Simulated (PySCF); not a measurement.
Record of a relaxation.

C2H7BCl2N2Si.
Numbering: `[Cl:1][B:2]([Cl:3])[SiH:4]1[NH:5][CH2:6][CH2:7][NH:8]1` (hydrogens: H9 on Si4; H10 on N5; H11, H12 on C6; H13, H14 on C7; H15 on N8)

Computed by this run: PBE0-D3(BJ)/def2-SVP geometry optimisation, gas phase (PySCF); density fitting, grid level 1; the optimiser is geomeTRIC in internal coordinates, started from a GFN2-xTB structure with every atom displaced at random (about 0.01 Å). The frame can shift and turn from step to step; on so coarse a grid that alone can change the energy by a few meV, and forces under 0.02 eV/Å are noise.

Step 0: E = -38737.5294 eV, largest atomic force 2.274 eV/Å
```
atom  x, y, z in Å  |  force x, y, z in eV/Å
Cl1     3.920    0.448    1.261    0.344   0.163   0.421
B2      2.630    0.126    0.139    0.907  -0.028   0.265
Cl3     3.090   -0.513   -1.385    0.008  -0.305  -0.872
Si4     0.781    0.383    0.688   -2.185  -0.112   0.622
N5     -0.280   -1.017    0.740    0.531   0.103   0.188
C6     -1.338   -0.951   -0.241    0.390   0.026   0.151
C7     -1.523    0.519   -0.563   -0.482   0.384  -0.199
N8     -0.191    1.106   -0.560   -0.225  -0.789  -0.062
H9      0.597    1.007    2.048    0.556   0.235  -0.068
H10     0.039   -1.947    0.953    0.063  -0.269   0.136
H11    -1.067   -1.503   -1.141   -0.018  -0.238  -0.603
H12    -2.246   -1.394    0.171   -0.487  -0.084  -0.005
H13    -2.028    0.659   -1.553    0.266  -0.124   0.433
H14    -2.195    0.983    0.202    0.159  -0.122  -0.171
H15    -0.205    2.074   -0.765    0.173   1.160  -0.236
```

Step 1: E = -38737.7554 eV, largest atomic force 0.439 eV/Å
```
atom  x, y, z in Å  |  force x, y, z in eV/Å
Cl1     3.968    0.460    1.297    0.089   0.000   0.009
B2      2.640    0.135    0.205   -0.322  -0.070  -0.149
Cl3     3.006   -0.515   -1.392   -0.036   0.089   0.228
Si4     0.690    0.433    0.773    0.238  -0.165  -0.330
N5     -0.284   -1.014    0.772    0.059   0.078   0.108
C6     -1.285   -0.989   -0.281   -0.059  -0.046  -0.040
C7     -1.544    0.483   -0.606    0.071  -0.015   0.080
N8     -0.254    1.149   -0.505   -0.058   0.230   0.043
H9      0.709    1.168    2.082   -0.036  -0.016   0.063
H10     0.049   -1.933    1.038   -0.029   0.065   0.026
H11    -0.952   -1.516   -1.197    0.049   0.031   0.024
H12    -2.225   -1.468    0.049    0.029   0.001  -0.034
H13    -1.962    0.579   -1.621   -0.046  -0.008  -0.054
H14    -2.300    0.890    0.101    0.051  -0.011  -0.030
H15    -0.261    2.144   -0.713   -0.001  -0.163   0.056
```

Step 2: E = -38737.7691 eV, largest atomic force 0.155 eV/Å
```
atom  x, y, z in Å  |  force x, y, z in eV/Å
Cl1     3.969    0.436    1.268    0.032   0.016   0.052
B2      2.617    0.128    0.197   -0.058  -0.033  -0.077
Cl3     2.974   -0.526   -1.391   -0.054   0.010   0.030
Si4     0.688    0.439    0.772    0.138   0.005  -0.070
N5     -0.287   -1.002    0.789   -0.037   0.071   0.033
C6     -1.268   -0.987   -0.284   -0.037  -0.053  -0.045
C7     -1.541    0.482   -0.610    0.034  -0.031  -0.016
N8     -0.262    1.165   -0.493   -0.016   0.049   0.053
H9      0.708    1.164    2.090   -0.005  -0.010   0.009
H10     0.046   -1.916    1.066   -0.014  -0.004   0.033
H11    -0.906   -1.508   -1.193    0.023   0.029  -0.010
H12    -2.208   -1.479    0.024    0.012  -0.019  -0.021
H13    -1.952    0.575   -1.630   -0.017  -0.022   0.005
H14    -2.307    0.876    0.089    0.011   0.011   0.004
H15    -0.276    2.158   -0.691   -0.011  -0.019   0.018
```

Step 3: E = -38737.7782 eV, largest atomic force 0.221 eV/Å
```
atom  x, y, z in Å  |  force x, y, z in eV/Å
Cl1     3.966    0.401    1.228   -0.014  -0.025  -0.062
B2      2.587    0.114    0.178    0.108   0.029   0.063
Cl3     2.875   -0.554   -1.411    0.045  -0.050  -0.085
Si4     0.691    0.455    0.781   -0.067   0.135   0.162
N5     -0.295   -0.977    0.818   -0.120  -0.038  -0.038
C6     -1.235   -0.986   -0.292    0.031  -0.001  -0.003
C7     -1.534    0.478   -0.617    0.005  -0.034  -0.065
N8     -0.276    1.189   -0.463   -0.001  -0.055   0.006
H9      0.724    1.169    2.107    0.029  -0.004  -0.034
H10     0.036   -1.884    1.115    0.001  -0.049   0.043
H11    -0.821   -1.488   -1.189    0.004   0.019  -0.031
H12    -2.172   -1.506   -0.024    0.004  -0.034   0.003
H13    -1.926    0.565   -1.646    0.015  -0.007   0.034
H14    -2.323    0.849    0.067   -0.015   0.019   0.025
H15    -0.302    2.181   -0.647   -0.025   0.095  -0.018
```

Step 4: E = -38737.7846 eV, largest atomic force 0.289 eV/Å
```
atom  x, y, z in Å  |  force x, y, z in eV/Å
Cl1     3.982    0.355    1.155   -0.057   0.006  -0.022
B2      2.559    0.102    0.155    0.216   0.021   0.107
Cl3     2.797   -0.595   -1.428   -0.006  -0.077  -0.171
Si4     0.686    0.476    0.800   -0.160   0.126   0.205
N5     -0.310   -0.952    0.851   -0.073  -0.056  -0.069
C6     -1.201   -0.984   -0.300    0.036   0.021   0.032
C7     -1.531    0.473   -0.621   -0.020  -0.032  -0.062
N8     -0.297    1.215   -0.427    0.032  -0.047  -0.011
H9      0.739    1.184    2.128    0.048  -0.006  -0.045
H10     0.017   -1.856    1.168    0.003  -0.030   0.030
H11    -0.732   -1.459   -1.185   -0.002   0.008  -0.024
H12    -2.128   -1.539   -0.077    0.001  -0.028   0.005
H13    -1.898    0.557   -1.659    0.018   0.004   0.024
H14    -2.347    0.818    0.045   -0.009   0.011   0.022
H15    -0.340    2.209   -0.600   -0.027   0.080  -0.021
```

Step 5: E = -38737.7894 eV, largest atomic force 0.168 eV/Å
```
atom  x, y, z in Å  |  force x, y, z in eV/Å
Cl1     3.992    0.313    1.063   -0.044   0.005  -0.032
B2      2.525    0.082    0.123    0.111   0.025   0.110
Cl3     2.677   -0.650   -1.459    0.002  -0.045  -0.103
Si4     0.677    0.500    0.828   -0.116   0.043   0.115
N5     -0.328   -0.928    0.891    0.021  -0.002  -0.071
C6     -1.155   -0.980   -0.307   -0.013  -0.005   0.036
C7     -1.525    0.468   -0.624   -0.039  -0.021  -0.049
N8     -0.323    1.246   -0.383    0.063  -0.009   0.011
H9      0.766    1.205    2.152    0.040   0.002  -0.022
H10    -0.003   -1.826    1.229    0.003   0.005   0.001
H11    -0.622   -1.417   -1.176   -0.008  -0.006  -0.004
H12    -2.065   -1.580   -0.137   -0.009  -0.005  -0.005
H13    -1.860    0.550   -1.672    0.006  -0.002   0.009
H14    -2.372    0.780    0.020   -0.001   0.001   0.011
H15    -0.388    2.242   -0.546   -0.017   0.015  -0.007
```

Step 6: E = -38737.7909 eV, largest atomic force 0.073 eV/Å
```
atom  x, y, z in Å  |  force x, y, z in eV/Å
Cl1     3.997    0.329    1.064   -0.010   0.006  -0.009
B2      2.534    0.086    0.126    0.019   0.012   0.038
Cl3     2.692   -0.647   -1.459   -0.013  -0.012  -0.020
Si4     0.677    0.500    0.831   -0.065  -0.026  -0.021
N5     -0.324   -0.931    0.884    0.023  -0.017  -0.015
C6     -1.164   -0.983   -0.304    0.022   0.021   0.011
C7     -1.527    0.466   -0.622   -0.015  -0.003   0.004
N8     -0.321    1.241   -0.385    0.022   0.016  -0.002
H9      0.771    1.207    2.151    0.017   0.001   0.001
H10     0.002   -1.830    1.219    0.002   0.007   0.007
H11    -0.642   -1.425   -1.177   -0.003  -0.007   0.003
H12    -2.076   -1.578   -0.126    0.000   0.005   0.005
H13    -1.866    0.549   -1.670    0.006   0.006   0.000
H14    -2.370    0.783    0.025    0.001  -0.001  -0.003
H15    -0.386    2.237   -0.552   -0.006  -0.008   0.001
```

Step 7: E = -38737.7911 eV, largest atomic force 0.029 eV/Å
```
atom  x, y, z in Å  |  force x, y, z in eV/Å
Cl1     3.997    0.341    1.056    0.006   0.002  -0.009
B2      2.533    0.087    0.124   -0.015   0.006   0.008
Cl3     2.686   -0.651   -1.461   -0.003  -0.001   0.009
Si4     0.676    0.499    0.830   -0.006  -0.017  -0.023
N5     -0.321   -0.934    0.883    0.016   0.011  -0.008
C6     -1.163   -0.983   -0.302   -0.001  -0.004  -0.003
C7     -1.528    0.465   -0.620   -0.003   0.000   0.009
N8     -0.322    1.241   -0.385    0.009   0.006   0.006
H9      0.775    1.208    2.150    0.003   0.000   0.006
H10     0.007   -1.832    1.217   -0.002   0.008   0.001
H11    -0.644   -1.427   -1.177   -0.002  -0.003   0.003
H12    -2.076   -1.578   -0.122   -0.002   0.003   0.002
H13    -1.867    0.549   -1.667   -0.001  -0.002  -0.003
H14    -2.370    0.783    0.028    0.001  -0.002  -0.003
H15    -0.388    2.236   -0.552   -0.001  -0.008   0.005
```

Step 8: E = -38737.7912 eV, largest atomic force 0.024 eV/Å
```
atom  x, y, z in Å  |  force x, y, z in eV/Å
Cl1     4.001    0.353    1.038    0.010   0.003  -0.003
B2      2.531    0.090    0.119   -0.016  -0.003  -0.011
Cl3     2.675   -0.659   -1.463    0.001   0.004   0.015
Si4     0.676    0.500    0.831    0.020  -0.003  -0.013
N5     -0.318   -0.934    0.884    0.003   0.003   0.001
C6     -1.162   -0.985   -0.300   -0.005  -0.007  -0.006
C7     -1.529    0.464   -0.618    0.008   0.004   0.007
N8     -0.324    1.242   -0.382   -0.009   0.004  -0.003
H9      0.781    1.209    2.150   -0.007  -0.003   0.004
H10     0.013   -1.831    1.219   -0.002   0.000   0.001
H11    -0.643   -1.428   -1.175   -0.002   0.000   0.002
H12    -2.073   -1.579   -0.119    0.000   0.001   0.003
H13    -1.868    0.547   -1.664   -0.001  -0.002  -0.002
H14    -2.372    0.779    0.031   -0.001   0.000  -0.002
H15    -0.394    2.237   -0.547    0.001   0.000   0.004
```

**Question.** Summarise the path.

**Answer.** The energy falls by 25.26 kJ/mol from step 0 to step 8; nine tenths of that is first reached at step 2. It falls at every step. The largest force goes from 2.274 to 0.024 eV/Å. Among the bonds B2–Si4 changes most, from 1.946 to 2.029 Å; the atoms move by 0.282 Å rms after alignment.

**Question.** Follow the three bonds and two angles with the largest change from start to end.

**Answer.** 
```
step  E above end (kJ/mol)  largest force (eV/Å)  B2–Si4 (Å)  B2–Cl3 (Å)  N8–H15 (Å)  N5–Si4–H9 (°)  B2–Si4–N5 (°)
   0                 25.26                 2.274       1.946       1.715       0.989          103.3          118.5
   1                  3.45                 0.439       2.053       1.762       1.016          114.4          114.2
   2                  2.13                 0.155       2.037       1.755       1.013          113.5          114.0
   3                  1.26                 0.221       2.019       1.748       1.010          112.6          113.6
   4                  0.64                 0.289       2.016       1.746       1.010          112.3          112.8
   5                  0.17                 0.168       2.022       1.750       1.011          112.7          111.7
   6                  0.03                 0.073       2.028       1.754       1.011          113.3          111.6
   7                  0.01                 0.029       2.029       1.755       1.011          113.5          111.5
   8                  0.00                 0.024       2.029       1.756       1.011          113.6          111.4
```

What follows is the cost of the whole optimisation. Time: 1.9 min wall; peak memory 0.65 GiB. Hardware: one thread, Arm Neoverse V2 (aarch64) (shared host).
